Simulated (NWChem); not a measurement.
System meant: disiloxane (Si2H6O); SMILES [SiH3]O[SiH3]

NWChem input:

```
start job
memory heap 200 mb stack 900 mb global 1100 mb
geometry units angstroms noautoz
  Si     0.013295     1.595427    -0.052574
  O      0.230776     0.000581     0.334254
  Si     0.019467    -1.595339    -0.051564
  H     -1.443479     1.907326    -0.172459
  H      0.611015     2.429474     1.027466
  H      0.681743     1.911143    -1.351553
  H      0.689148    -1.909293    -1.350333
  H     -1.436089    -1.912943    -0.171267
  H      0.620392    -2.426382     1.029013
end
basis spherical
  Si library def2-svp
  O library def2-svp
  H library def2-svp
end
dft
  odft
  mult 2
  xc xpbe96 cpbe96
  iterations 150
  mulliken
end
task dft energy
```

End of the output:

```
 ==============================================================================
                                 internuclear angles
 ------------------------------------------------------------------------------
        center 1       |       center 2       |       center 3       |  degrees
 ------------------------------------------------------------------------------
    2 O                |   1 Si               |   4 H                |   110.36
    2 O                |   1 Si               |   5 H                |   108.50
    2 O                |   1 Si               |   6 H                |   110.36
    4 H                |   1 Si               |   5 H                |   109.41
    4 H                |   1 Si               |   6 H                |   108.79
    5 H                |   1 Si               |   6 H                |   109.41
    1 Si               |   2 O                |   3 Si               |   149.04
    2 O                |   3 Si               |   7 H                |   110.36
    2 O                |   3 Si               |   8 H                |   110.36
    2 O                |   3 Si               |   9 H                |   108.50
    7 H                |   3 Si               |   8 H                |   108.79
    7 H                |   3 Si               |   9 H                |   109.41
    8 H                |   3 Si               |   9 H                |   109.41
 ------------------------------------------------------------------------------
                            number of included internuclear angles:         13
 ==============================================================================

 Summary of "ao basis" -> "" (spherical)
 ------------------------------------------------------------------------------
       Tag                 Description            Shells   Functions and Types
 ---------------- ------------------------------  ------  ---------------------
 Si                         def2-svp                 8       18   4s3p1d
 O                          def2-svp                 6       14   3s2p1d
 H                          def2-svp                 3        5   2s1p

  pbe96 is a nonlocal functional; adding pw91lda local functional.

                                 NWChem DFT Module
                                 -----------------

 Summary of "ao basis" -> "ao basis" (spherical)
 ------------------------------------------------------------------------------
       Tag                 Description            Shells   Functions and Types
 ---------------- ------------------------------  ------  ---------------------
 Si                         def2-svp                 8       18   4s3p1d
 O                          def2-svp                 6       14   3s2p1d
 H                          def2-svp                 3        5   2s1p

      Symmetry analysis of basis
      --------------------------

        a1         29
        a2         12
        b1         25
        b2         14

  number of electrons :                   42
  multiplicity        :                    2
 ------------------------------------------------------------------------
  no. of electrons and multiplicity not compatible                  42
 ------------------------------------------------------------------------
 ------------------------------------------------------------------------
  current input line :
    26: task dft energy
 ------------------------------------------------------------------------
 ------------------------------------------------------------------------
 There is an error in the input file
 ------------------------------------------------------------------------
 For more information see the NWChem manual at https://nwchemgit.github.io

0: no. of electrons and multiplicity not compatible:Received an Error in Communication
```

What is wrong, and how is it mended?

The input was rejected before any calculation. Cause: the multiplicity doesn't fit the number of electrons (an even count wants an odd multiplicity, and the reverse). This input runs:
```
start job
memory heap 200 mb stack 900 mb global 1100 mb
geometry units angstroms noautoz
  Si     0.013295     1.595427    -0.052574
  O      0.230776     0.000581     0.334254
  Si     0.019467    -1.595339    -0.051564
  H     -1.443479     1.907326    -0.172459
  H      0.611015     2.429474     1.027466
  H      0.681743     1.911143    -1.351553
  H      0.689148    -1.909293    -1.350333
  H     -1.436089    -1.912943    -0.171267
  H      0.620392    -2.426382     1.029013
end
basis spherical
  * library def2-svp
end
dft
  xc xpbe96 cpbe96
  iterations 150
  mulliken
end
task dft energy
```
It converges to -657.22706 Ha (PBE/def2-SVP).
